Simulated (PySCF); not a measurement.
## Reproducing measurements on BCl3

**What was measured.**

Beach, A photoelectron spectroscopic study of bonding in inorganic and organometallic compounds, PhD thesis, LBL 1985 lists, for the gas: B 1s binding energy of B2 199.98 eV; Cl 2p3/2 binding energy of Cl1/Cl3/Cl4 206.84 eV.

Voora, Galhenage, Hemminger, Furche, J. Chem. Phys. 2019, 151, 134106 lists, for the gas: B 1s binding energy of B2 199.8 eV.

How close the calculation comes is told at the end.

Species: BCl3.
Atom-mapped SMILES: `[Cl:1][B:2]([Cl:3])[Cl:4]`

Structure used (PBE0-D3(BJ)/def2-TZVP), in Å, numbered top down from 1:
```
atom  x, y, z in Å
Cl1   -0.8000   -1.5412   -0.0865
B2     0.0100   -0.0066   -0.0083
Cl3   -0.9019    1.4637   -0.1635
Cl4    1.7301    0.0578    0.2249
```

Runs made with PySCF (gas phase, on this PBE0-D3(BJ)/def2-TZVP geometry; non-relativistic but for the core-level run):

```
                                                                          level                            job  basis functions
delta-SCF UKS SCAN, pcX-3 on the ionised atom, pcseg-2 elsewhere, spin-free X2C  ΔSCF core ionisation, 3 holes              197
```

**Comparison with experiment**

**Core binding energies.** Delta-SCF UKS SCAN, pcX-3 on the ionised atom, pcseg-2 elsewhere, spin-free X2C (PySCF 2.14.0).

| level and atom | computed (eV) | measured (eV) | computed − measured (eV) |
| --- | --- | --- | --- |
| B 1s, B2 | 199.67 | 199.98 and 199.8 | -0.31 |
| Cl 2p3/2, Cl1/Cl3/Cl4 | 206.91 | 206.84 | +0.07 |

Sources, in the order of the opening: Beach, A photoelectron spectroscopic study of bonding in inorganic and organometallic compounds, PhD thesis, LBL 1985; Voora, Galhenage, Hemminger, Furche, J. Chem. Phys. 2019, 151, 134106. Against the first value of each row the mean signed difference is -0.12 eV and the largest in size -0.31 eV. The computed values are vertical, without vibrational structure; measured positions hang on the energy calibration. Atoms equivalent by their bonding share one computed value, that of the first of them. Spin–orbit coupling isn't in the SCF: each 2p doublet comes from a relaxed spin-free hole plus a matrix of the shell (mean-field spin–orbit coupling and the ground-state 2p splitting), with 2p3/2 averaged over its two sublevels.

No measured geometry was used, and the causes of the misses weren't examined.
